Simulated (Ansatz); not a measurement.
The cluster Mg₃O₂⁺, relaxed as a doublet with UKS PBE-D4/def2-SVP in Ansatz, starting from the PBE-D4/def2-SVP geometry of the neutral singlet. Force threshold 0.02 eV/Å.

Another isomer (singlet) lies 0.04 eV lower at PBE0-D4/def2-TZVP.

Start:

```xyz
5

Mg   -0.9302    1.2658    0.4086
Mg    0.7301   -0.6917    0.7199
Mg    0.4917   -1.2164   -2.0988
O    -0.0259    0.5843    1.8981
O    -0.2657    0.0580   -0.9276
```

```json
{"step": "1", "energy (eV)": "-20400.7434", "largest force component (eV/Å)": "0.786", "SCF passes": "36"}
{"step": "2", "energy (eV)": "-20400.8742", "largest force component (eV/Å)": "0.712", "SCF passes": "36"}
{"step": "3", "energy (eV)": "-20400.9822", "largest force component (eV/Å)": "0.499", "SCF passes": "39"}
{"step": "4", "energy (eV)": "-20401.0782", "largest force component (eV/Å)": "0.202", "SCF passes": "42"}
{"step": "5", "energy (eV)": "-20401.1009", "largest force component (eV/Å)": "0.035", "SCF passes": "36"}
{"step": "6", "energy (eV)": "-20401.1012", "largest force component (eV/Å)": "0.006", "SCF passes": "35"}
```

Force components are those of the run's own axes.

End:

Cartesian coordinates in Å:
```
Mg -0.879 1.156 0.246
Mg 0.776 -0.646 1.070
Mg 0.195 -0.965 -2.492
O -0.149 0.739 1.912
O 0.056 -0.284 -0.736
```

By distances, no bond broke or formed, bridged metal pairs apart. The bond that changes most is Mg2–O5, from 2.07 to 1.98 Å (atoms count from 1). Metal–metal contacts that move far: Mg2–Mg3 2.88 to 3.62 Å.

No frequencies were taken in this run, so the end may be a saddle point.

Hardware: 4 threads of Arm Neoverse V2 on a shared host. Wall time 10 s.
